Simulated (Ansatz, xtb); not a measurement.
**Relative energy of two structures of AlBH4OSi**

We compare X, `B1[O][AlH][SiH2]1`, a singlet, with Y, a singlet given by its coordinates. Both are isolated molecules in the gas phase, relaxed with r2SCAN-D4/def2-SVP.

X (Å):

```
atom    x (Å)    y (Å)    z (Å)
  Al  -2.6649  -0.7685  -1.4618
   B  -1.2117  -2.2901  -0.1462
   O  -1.8405  -2.3543  -1.3482
  Si  -1.9088  -0.5767   0.8201
   H  -0.4048  -3.1361   0.1807
   H  -3.2832  -0.3317  -2.8562
   H  -0.9960   0.5007   1.3143
   H  -2.9547  -0.8536   1.8578
```

Y (Å):

```yaml
atoms:
  - { symbol: Al, position_ang: [1.0891, -0.1817, -0.2496] }
  - { symbol: B, position_ang: [-0.3432, -1.7534, -0.2558] }
  - { symbol: O, position_ang: [-0.0286, 0.8644, -1.1907] }
  - { symbol: Si, position_ang: [-1.2751, -0.1592, -0.7512] }
  - { symbol: H, position_ang: [-2.5251, 0.5935, -0.4174] }
  - { symbol: H, position_ang: [-0.6562, -2.7236, 0.3809] }
  - { symbol: H, position_ang: [0.4407, -1.9345, -1.2170] }
  - { symbol: H, position_ang: [2.5680, 0.2566, 0.0789] }
```

Close contacts (Å): Al1–B2 2.13, Al1–O3 1.80, Al1–Si4 2.42, B2–Si4 1.91, O3–Si4 1.67, Al1–H7 2.10, Al1–H8 1.58, B2–H6 1.20, B2–H7 1.25, Si4–H5 1.50.

Task: Estimate E(Y) − E(X) at the level CCSD(T)/def2-TZVP.

Result: Calculated at CCSD(T)/def2-TZVP: E(Y) − E(X) = +48.8 kJ/mol, so structure X lies lower.

The same difference at several levels:

| level | geometry | E(Y) − E(X) (kJ/mol) | departure from the last row (kJ/mol) | job, with rough time for the two |
| --- | --- | --- | --- | --- |
| GFN2-xTB | GFN2-xTB | −52.9 | −101.7 | optimisation, 0.26 s |
| HF/STO-3G | GFN2-xTB | +171.2 | +122.4 | single point, 0.24 s |
| r2SCAN-D4/def2-SVP//GFN2-xTB | GFN2-xTB | +83.5 | +34.7 | single point, 2.8 s |
| r2SCAN-D4/def2-SVP | r2SCAN-D4/def2-SVP | +60.9 | +12.1 | optimisation, 72 s |
| HF/def2-TZVP | r2SCAN-D4/def2-SVP | +101.4 | +52.6 | part of the CCSD(T) run |
| MP2/def2-TZVP | r2SCAN-D4/def2-SVP | +36.7 | −12.1 | part of the CCSD(T) run |
| CCSD(T)/def2-TZVP | r2SCAN-D4/def2-SVP | +48.8 |  | single point, 42 s |

GFN2-xTB puts the two in the other order. The largest departure from CCSD(T)/def2-TZVP is that of HF/STO-3G, 122.4 kJ/mol.

With harmonic frequencies from r2SCAN-D4/def2-SVP (ideal gas, rigid rotor, one conformer each, 298.15 K, 1 atm): the zero-point term adds +0.6 kJ/mol; ΔH is +48.4 and ΔG +52.4 kJ/mol.

The correlated steps freeze 12 core orbitals. Programs: Ansatz 0.2.0, xtb 6.7.1; the last row on 2 threads of Arm Neoverse V1 on a shared host.
